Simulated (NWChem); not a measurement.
Molecule: CH6AlNO2; SMILES [O](C)[Al]([NH2])[OH]

```xyz
11

Al     0.1334    -0.5475     0.0167
O      1.3698    -1.7058     0.1485
H      2.2914    -1.4779     0.2748
O      0.5354     1.0958     0.1083
C     -0.0363     2.3540     0.0660
H      0.1690     2.9146     0.9968
H      0.3777     2.9506    -0.7681
H     -1.1363     2.3332    -0.0645
N     -1.5181    -1.1210    -0.2108
H     -1.7703    -2.1006    -0.2648
H     -2.3424    -0.5412    -0.3033
```
Atoms are numbered in this order, from 1.

Level: PBE0/def2-SVP (NWChem), optimised geometry, unscaled harmonic frequencies. 

```csv
frequency (cm⁻¹),IR intensity (km/mol)
24,0.0
72,2.7
85,2.8
208,5.4
249,34.5
264,1.7
287,58.8
342,101.8
361,214.6
582,121.6
619,5.6
672,115.0
860,148.6
940,147.8
1189,16.1
1192,0.2
1289,365.5
1473,1.1
1480,1.1
1489,16.1
1525,60.5
2992,103.2
3066,62.8
3081,47.2
3634,30.7
3727,33.1
3995,99.4
```

| Item | Result |
|---|---|
| zero-point energy | 51.0 kcal/mol |
| thermal correction to the enthalpy at 298.15 K (with zero-point energy) | 57.0 kcal/mol |
| heat capacity Cv | 26.9 cal/(mol K) |
| entropy at 298.15 K and 1 atm (symmetry number 1) | 91.2 cal/(mol K) |
| dipole moment | 1.30 D |

Rigid rotor and harmonic oscillator; modes under 100 cm⁻¹ make the entropy uncertain.
